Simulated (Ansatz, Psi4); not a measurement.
# Predicting a hybrid from its neighbours: C2H3I (vinyl iodide)

C2H3I has 6 atoms, charge 0, and is taken as a singlet. As SMILES, `C=CI`. The shape is that of a PBE0-D4/def2-TZVP optimisation.

The HOMO–LUMO gap y, in eV, basis def2-SVP with a core potential; a is the functional's share of exact exchange. Programs: Ansatz 0.2.0, Psi4 1.11.

| functional | program | a | y (eV) |
| --- | --- | --- | --- |
| TPSS | Psi4 | 0 | 4.75 |
| revPBE | Psi4 | 0 | 4.59 |
| B3LYP | Psi4 | 0.2 | 6.12 |
| PBE0 | Psi4 | 0.25 | 6.60 |
| r2SCAN0 | Ansatz | 0.25 | ? |
| BHLYP | Psi4 | 0.5 | 8.55 |

**Question.** Fit y = c + s·a to the known rows and predict r2SCAN0.

**Answer.** 
1. Means of the 5 rows: a = 0.1900, y = 6.122.
2. Σ(Δa)² = 0.172, Σ(Δa·Δy) = 1.3331, so the slope is 1.3331/0.172 = 7.7506.
3. Intercept: 6.122 − (7.7506) × 0.1900 = 4.649. The largest residual of the fit is 0.10.
4. r2SCAN0: 4.649 + (7.7506) × 0.25 = 6.59 eV.

The run gave 6.87 eV, so the prediction is off by -0.28 eV, more than the largest residual. Exact exchange lowers occupied levels and raises empty ones. The rows mix families of semi-local functionals, which the line can't see.
